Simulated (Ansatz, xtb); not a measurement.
System: KCl, charge 0, multiplicity 1. SMILES: [Cl][K]
Geometry from a B3LYP-D3(BJ)/def2-TZVP (Ansatz, an electronic-structure program) optimisation:
```xyz
2

K      0.0000     0.0000    -1.2757
Cl     0.0000     0.0000     1.4258
```
Charge 0, spin multiplicity 1.

Harmonic wavenumbers from GFN2-xTB (xtb, at its own minimum), cm⁻¹: 213.

Q: Give the harmonic wavenumbers at B3LYP-D3(BJ)/def2-TZVP (Ansatz, finite differences of forces, unscaled).

A: 272 cm⁻¹. Zero-point energy 0.4 kcal/mol.

Q: From these and the geometry, give the ideal-gas thermochemistry at 298.15 K and 1 atm (rigid rotor, harmonic oscillator).

A: Point group C∞v, rotational symmetry number 1. Rotational constants 3.725, 3.725 GHz. S(trans) 38.84, S(rot) 16.73, S(vib) 1.58, S(elec, spin only) 0.00, S 57.2 cal/(mol K). H(298) - H(0) 2.36 kcal/mol; G - E(el) -14.3 kcal/mol.
